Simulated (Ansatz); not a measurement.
```yaml
crystal:
  periodic: [false, false, false]
  atoms:
    - {symbol: Cu, position_ang: [-0.021501, 0.030368, -0.816543]}
    - {symbol: C, position_ang: [-0.017990, 0.029452, 0.983338]}
    - {symbol: O, position_ang: [0.008061, -0.011180, 2.147238]}
    - {symbol: H, position_ang: [-0.017354, 0.051697, -2.386658]}
basis:
  gaussian: {orbitals: def2-SVPD}
magnetization: {spin_polarized: true, initial_magnetization: 0}
hamiltonian: {xc: {name: CAM-B3LYP}, dispersion: d3bj}
output: {forces: true}
```

```sh
$ ansatz run in.yaml --threads 4 --pin off --events-out ev --progress --plain --max-ram 3916MiB
```

It prints (some lines left out):

```
Functional definition: CAM-B3LYP
  name "CAM-B3LYP"
  cite "Yanai, Tew & Handy, Chem. Phys. Lett. 393, 51 (2004) doi:10.1016/j.cplett.2004.06.011"
  cite "Iikura, Tsuneda, Yanai & Hirao, J. Chem. Phys. 115, 3540 (2001) doi:10.1063/1.1383587"
  cite "Becke, Phys. Rev. A 38, 3098 (1988) doi:10.1103/PhysRevA.38.3098"
  cite "Lee, Yang & Parr, Phys. Rev. B 37, 785 (1988) doi:10.1103/PhysRevB.37.785"
  cite "Vosko, Wilk & Nusair, Can. J. Phys. 58, 1200 (1980) doi:10.1139/p80-159"
  parameter alpha = 0.19
  parameter beta = 0.46
  parameter omega = 0.33/bohr
  parameter ac = 0.81
  # Exact exchange under (alpha + beta erf(omega r))/r, Becke's under what is left of 1/r.
  exchange = (1 - alpha - beta)*b88_x + beta*b88_x_sr(omega) + alpha*exact_x + beta*exact_x_lr(omega)
  correlation = (1 - ac)*vwn5_c + ac*lyp_c
867 factors; integrals over basis functions are off by at most 1.2e-3 eV
212 factors; integrals over basis functions are off by at most 7.1e-5 eV
mean field evaluation 1: about -47729.4890 eV, gradient 3.5e1 eV
mean field evaluation 2: about -47684.0949 eV, gradient 1.5e2 eV
mean field evaluation 4: about -47733.3105 eV, gradient 9.7e0 eV
mean field evaluation 8: about -47733.6497 eV, gradient 5.0e-1 eV
mean field evaluation 16: about -47733.6509 eV, gradient 7.8e-5 eV
mean field -47733.65089319 eV, -1754.1793152940 hartree, gradient 7.8e-5 eV, S^2 0.000000; 0 other end points of the search recorded, 0 dependent functions left out
the calculation of the forces begins
reference -47733.65101090 eV, -1754.1793196197 hartree; 22, 22 occupied and 63, 63 virtual orbitals, 867 factors
Total energy: -47733.69609046 eV, -1754.1809762631 hartree
Atom 0 at    -0.021501     0.030368    -0.816543 Å, force    -0.024866     0.084014    -1.096501 eV/Å
Atom 1 at    -0.017990     0.029452     0.983338 Å, force     0.139774    -0.253593     4.839032 eV/Å
Atom 2 at     0.008061    -0.011180     2.147238 Å, force    -0.118803     0.199811    -4.254096 eV/Å
Atom 3 at    -0.017354     0.051697    -2.386658 Å, force     0.003896    -0.030232     0.511565 eV/Å
Dipole moment:    -0.003934    -0.005863     0.696522 e Å
```

Hardware: 4 threads of Arm Neoverse V2 on a shared host. Wall time 1.6 s.
